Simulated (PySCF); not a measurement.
AlBr2 (SMILES [Br][Al+][Br]), charge +1, singlet, at a GFN2-xTB geometry (such geometries of metal compounds can be far from the true shape), with bond 3-1 at 2.2 times its length; HF/STO-3G in PySCF.

The PySCF input:
```python
from pyscf import gto, scf

mol = gto.M(
    atom='''
Al    0.00000000    0.00000000    0.00000000
Br   -0.00000000   -0.00000000   -2.20949008
Br    0.00000000    0.00000000    4.86087818
''',
    basis='sto-3g',
    charge=1,
    verbose=4,
)

mf = scf.RHF(mol)
mf.kernel()
mo_i, mo_e, stable_i, stable_e = mf.stability(internal=True, external=True, return_status=True, nroots=6, tol=1e-6)
print('internally stable:', stable_i, ' externally stable:', stable_e)
if not stable_e:
    umf = mf.to_uhf() if not hasattr(mf, 'xc') else mf.to_uks()
    umf.scf_summary = {}
    umf.kernel(umf.make_rdm1(mo_e, umf.mo_occ))
```

Q: Predict the main parts of the log of this PySCF run.

A: 
```
PySCF version 2.14.0

[INPUT] verbose = 4
[INPUT] num. atoms = 3
[INPUT] num. electrons = 82
[INPUT] charge = 1
[INPUT] spin (= nelec alpha-beta = 2S) = 0
[INPUT] symmetry False subgroup None
[INPUT] Mole.unit = angstrom
[INPUT] Symbol           X                Y                Z      unit          X                Y                Z       unit  Magmom
[INPUT]  1 Al     0.000000000000   0.000000000000   0.000000000000 AA    0.000000000000   0.000000000000   0.000000000000 Bohr   0.0
[INPUT]  2 Br     0.000000000000   0.000000000000  -2.209490080000 AA    0.000000000000   0.000000000000  -4.175331126143 Bohr   0.0
[INPUT]  3 Br     0.000000000000   0.000000000000   4.860878180000 AA    0.000000000000   0.000000000000   9.185728485074 Bohr   0.0

nuclear repulsion = 250.1910985911
number of shells = 21
number of NR pGTOs = 135
number of NR cGTOs = 45
basis = sto-3g
ecp = {}

******** <class 'pyscf.scf.hf.RHF'> ********
method = RHF
initial guess = minao
damping factor = 0
level_shift factor = 0
DIIS = <class 'pyscf.scf.diis.CDIIS'>
diis_start_cycle = 1
diis_space = 8
diis_damp = 0
SCF conv_tol = 1e-09
SCF conv_tol_grad = None
SCF max_cycles = 50
direct_scf = True
direct_scf_tol = 1e-13
Set gradient conv threshold to 3.16228e-05
Initial guess from minao.
init E= -5320.29548501213
cycle= 1 E= -5327.60526832158  delta_E= -7.31  |g|= 0.45  |ddm|= 2.39
cycle= 2 E= -5320.27604374984  delta_E= 7.33  |g|= 0.812  |ddm|=  6.1
cycle= 3 E= -5327.70582418977  delta_E= -7.43  |g|= 0.281  |ddm|= 6.06
cycle= 4 E= -5327.75151917188  delta_E= -0.0457  |g|= 0.144  |ddm|= 0.57

cycle= 5 E= -5327.93421802796  delta_E= -0.183  |g|= 0.164  |ddm|= 3.44
cycle= 6 E= -5327.93696914538  delta_E= -0.00275  |g|= 0.134  |ddm|= 0.117
cycle= 7 E= -5327.94245400699  delta_E= -0.00548  |g|= 0.102  |ddm|= 0.117
cycle= 8 E= -5328.00325510214  delta_E= -0.0608  |g|= 0.0971  |ddm|= 1.16
cycle= 9 E= -5327.98183104509  delta_E= 0.0214  |g|= 0.132  |ddm|= 0.356
cycle= 10 E= -5328.00052848866  delta_E= -0.0187  |g|= 0.106  |ddm|= 0.309
cycle= 11 E= -5328.00570097566  delta_E= -0.00517  |g|= 0.118  |ddm|= 1.28
cycle= 12 E= -5328.02231978844  delta_E= -0.0166  |g|= 0.0313  |ddm|= 0.415
cycle= 13 E= -5328.02348968488  delta_E= -0.00117  |g|= 0.00725  |ddm|= 0.113
cycle= 14 E= -5328.02355235686  delta_E= -6.27e-05  |g|= 0.00234  |ddm|= 0.0249
cycle= 15 E= -5328.02355940806  delta_E= -7.05e-06  |g|= 0.000232  |ddm|= 0.0104
cycle= 16 E= -5328.02355947209  delta_E= -6.4e-08  |g|= 6.12e-05  |ddm|= 0.000818
cycle= 17 E= -5328.0235594769  delta_E= -4.81e-09  |g|= 1.08e-05  |ddm|= 0.000252
cycle= 18 E= -5328.02355947705  delta_E= -1.54e-10  |g|= 1.32e-07  |ddm|= 5.46e-05
Extra cycle  E= -5328.02355947705  delta_E= -5.46e-12  |g|= 2.38e-07  |ddm|= 1.91e-06
converged SCF energy = -5328.02355947705
rhf_internal: lowest eigs of H = [6.08806952e-04 6.08811616e-04 3.45526234e-01 3.45526241e-01
 8.48680057e-01 1.07582250e+00]
<class 'pyscf.scf.hf.RHF'> wavefunction is stable in the internal stability analysis
rhf_real2complex: lowest eigs of H = [-0.04095588 -0.04095588  0.00325495  0.07668856  0.07668857  0.19772229]
<class 'pyscf.scf.hf.RHF'> wavefunction has an real -> complex instability
rhf_external: lowest eigs of H = [-0.30674926 -0.08207446 -0.08207444  0.06064679  0.0606468   0.1232488 ]
<class 'pyscf.scf.hf.RHF'> wavefunction has an RHF/RKS -> UHF/UKS instability
internally stable: True  externally stable: False

******** <class 'pyscf.scf.uhf.UHF'> ********
method = UHF
initial guess = minao
damping factor = 0
level_shift factor = 0
DIIS = <class 'pyscf.scf.diis.CDIIS'>
diis_start_cycle = 1
diis_space = 8
diis_damp = 0
SCF conv_tol = 1e-09
SCF conv_tol_grad = None
SCF max_cycles = 50
direct_scf = True
direct_scf_tol = 1e-13
number electrons alpha = 41  beta = 41
Set gradient conv threshold to 3.16228e-05
init E= -5328.02394006324
cycle= 1 E= -5328.1705447137  delta_E= -0.147  |g|= 0.0612  |ddm|= 0.86
cycle= 2 E= -5328.17778420403  delta_E= -0.00724  |g|= 0.0156  |ddm|= 0.184
cycle= 3 E= -5328.17829797558  delta_E= -0.000514  |g|= 0.00384  |ddm|= 0.0564
cycle= 4 E= -5328.17833013684  delta_E= -3.22e-05  |g|= 0.00134  |ddm|= 0.014
cycle= 5 E= -5328.17833577221  delta_E= -5.64e-06  |g|= 0.00046  |ddm|= 0.00669
cycle= 6 E= -5328.17833694481  delta_E= -1.17e-06  |g|= 0.000201  |ddm|= 0.00366
cycle= 7 E= -5328.17833716668  delta_E= -2.22e-07  |g|= 3.08e-05  |ddm|= 0.00218
cycle= 8 E= -5328.17833717  delta_E= -3.32e-09  |g|= 5.26e-06  |ddm|= 0.000246
cycle= 9 E= -5328.17833717005  delta_E= -5.09e-11  |g|= 1.35e-06  |ddm|= 2.36e-05
Extra cycle  E= -5328.17833717005  delta_E= -4.55e-12  |g|= 5.41e-07  |ddm|= 3.78e-06
converged SCF energy = -5328.17833717005  <S^2> = 1.0174807  2S+1 = 2.2516489
```
